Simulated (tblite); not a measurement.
Task: Write Cartesian coordinates for `FC([C@H](CC(F)(F)F)C)=O` as optimised with GFN2-xTB.

Result: 
```xyz
16
C5H6F4O angstrom
C     -1.6267   -0.8131   -0.6033
C     -0.4353   -0.3067    0.2222
C      0.6816    0.2260   -0.6811
C      2.0126    0.2501    0.0468
F      2.9878    0.7672   -0.7109
F      2.4127   -0.9862    0.3929
F      1.9765    0.9636    1.1784
C     -0.9513    0.7909    1.1138
O     -0.9139    1.9584    0.9630
F     -1.5920    0.2660    2.1906
H     -2.4299   -1.1374    0.0535
H     -2.0013   -0.0246   -1.2515
H     -1.3200   -1.6569   -1.2152
H     -0.0667   -1.1248    0.8497
H      0.8049   -0.4089   -1.5597
H      0.4535    1.2453   -1.0007
```

Orientation and origin are arbitrary. Atoms count from 1 in this order. The C–C distances run from 1.505 Å (C2–C8, drawn single) to 1.535 Å (C1–C2, drawn single), a spread of 0.030 Å. Of the pairs four or more bonds apart, O9···H16 is among the closest relative to their van der Waals radii: 2.50 Å, 92 % of the sum of Bondi's values. The 4 C–F bonds span 1.338 Å (C4–F7, drawn single) to 1.358 Å (C8–F10, drawn single), a spread of 0.020 Å.

Bonds between heavy atoms (Å): C1–C2 1.535, C2–C3 1.532, C3–C4 1.517, C4–F5 1.339, C4–F6 1.345, C4–F7 1.338, C2–C8 1.505, C8=O9 1.178, C8–F10 1.358.

Structure optimised with GFN2-xTB, isolated species.

Point group: C1 (no symmetry element, even within 0.4 Å). Its GFN2-xTB frequencies are all real (lowest 36 cm⁻¹). The numbers are those of one conformer (C1–C2–C3–C4 -159°, C1–C2–C8–O9 -98°). 3 starts were optimised and ended at 0.00, 0.53 and 1.39 kcal/mol (GFN2-xTB); the lowest of these is shown.

All values are computed, not measured.
